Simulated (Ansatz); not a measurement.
Gas-phase electronic energies from Ansatz, PBE0-D4/def2-TZVP geometries. CCSD(T)/CBS is the MP2 limit (def2-TZVPP, def2-QZVPP) plus CCSD(T) − MP2 in def2-TZVPP, frozen cores. This one scheme is used for every species. DFT in def2-TZVPP. For Mg outer-core shells are correlated without core-valence functions, which leaves a few kJ/mol of doubt a bond. Each species was taken in one conformer, which may not be the lowest.

Reaction (substitution at a C–Si bond): `C[SiH](N)N` + `[NH2][Mg][SH]` → `C[S][Mg][NH2]` + `N[SiH2]N`

`C[SiH](N)N`:

Z-matrix (Å, degrees):
```
C
Si 1 1.868
H 1 1.093 2 111.2
H 1 1.093 2 110.4 3 -120.0
H 1 1.094 2 111.4 3 120.6
N 2 1.714 1 117.3 3 59.8
N 2 1.717 1 105.8 3 -59.0
H 2 1.496 1 108.0 3 175.8
H 6 1.006 2 120.8 1 91.3
H 6 1.007 2 121.8 1 -61.1
H 7 1.007 2 120.3 1 179.7
H 7 1.006 2 120.7 1 -33.2
```

`[NH2][Mg][SH]`:

Cartesian coordinates in Å:
```
N -1.431 0.546 0.042
Mg 0.400 0.128 -0.028
S 2.637 -0.351 -0.116
H -2.057 0.629 -0.745
H -1.973 0.724 0.875
H 2.424 -1.676 -0.028
```

`C[S][Mg][NH2]`:

Cartesian coordinates in Å:
```
C 0.225 -1.288 -1.717
S 1.000 0.344 -1.450
Mg 0.220 0.981 0.604
N -0.425 1.500 2.294
H 0.538 -2.015 -0.968
H -0.863 -1.226 -1.731
H 0.556 -1.643 -2.693
H 0.010 1.313 3.184
H -1.261 2.035 2.476
```

`N[SiH2]N`:

```xyz
9

N     0.720    0.477   -1.176
Si    0.363   -0.251    0.330
N    -1.310   -0.068    0.639
H     0.264    0.185   -2.025
H     1.630    0.870   -1.351
H     1.305    0.419    1.273
H     0.577   -1.724    0.442
H    -1.806   -0.747    1.190
H    -1.743    0.840    0.677
```

| level | ΔE (kJ/mol) | difference from CCSD(T)/CBS |
| --- | --- | --- |
| LDA (SPW92) | 82.8 | 2.6 |
| B97M-V | 84.7 | 4.5 |
| PBE0-D4 | 79.8 | -0.4 |
| BHLYP-D4 | 79.9 | -0.3 |
| PBE-QIDH | 81.0 | 0.8 |
| PBE | 75.5 | -4.7 |
| revPBE | 72.9 | -7.3 |
| BHLYP | 78.1 | -2.1 |
| SCS-MP2/def2-QZVPP | 76.8 | -3.4 |
| CCSD/CBS(def2) | 80.6 | 0.4 |
| CCSD(T)/CBS | 80.2 | 0 |

Largest T1 diagnostic among the species: 0.010.

In def2-TZVPP, CCSD(T) changes the Hartree–Fock value by +5.9 kJ/mol (the triples alone add −0.4 kJ/mol) and MP2 by +6.2 kJ/mol. At CCSD(T), def2-SVP lies −3.8 kJ/mol from the extrapolated value and def2-TZVPP +1.3 kJ/mol. Leaving LDA and LC-ωPBE aside and taking each functional with its dispersion term where it has one, the values, not all of them listed here, spread over 9.6 kJ/mol, from BLYP-D4 to B97M-V. LDA lies +7.3 kJ/mol from PBE without D4.
